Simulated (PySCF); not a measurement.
# A small calculation by hand: chemical shift, span and skew from a shielding tensor

CH9GeNSi, SMILES C[SiH2][NH][GeH3]. Atoms are numbered in the order given.

```xyz
13

Si     1.6586    -0.7671     0.3927
C      2.1996     0.9473    -0.1365
N     -0.0270    -0.9686     0.0146
Ge    -1.3167     0.3292    -0.1571
H      2.4530    -1.8169    -0.3234
H      1.9568    -0.9332     1.8562
H      2.0417     1.0992    -1.2151
H      3.2701     1.0891     0.0782
H      1.6472     1.7304     0.4070
H     -0.4045    -1.9088     0.0829
H     -1.4786     1.1560     1.1379
H     -0.9451     1.2865    -1.3050
H     -2.6341    -0.4000    -0.4740
```

Coordinates come from a PBE0-D3(BJ)/def2-SVP optimisation. This is a generated structure with no PubChem entry under its InChIKey; it may be hypothetical. One conformer was computed; it need not be the lowest.

GIAO shieldings from PySCF with HF/pcSseg-1, non-relativistic, no solvent. The symmetric part of the tensor of N3 has the principal values 258.0, 267.9, 335.8 ppm. The same nucleus in NH3 has σ = 267.3 ppm at this level (PySCF, at its B3LYP-D3(BJ)/def2-TZVP geometry).

Work out the isotropic shielding, the ¹⁵N shift against NH3, the span and the skew.


σ(iso) = (σ11 + σ22 + σ33)/3 = 287.2 ppm. δ = σ(ref) − σ(iso) = 267.3 − (287.2) = -19.9 ppm.
Span Ω = σ33 − σ11 = 77.8 ppm. Skew κ = 3(σ(iso) − σ22)/Ω = 0.75. Tumbling in solution averages the tensor to δ; in a static solid the shielding alone would spread this spin-1/2 line over Ω.
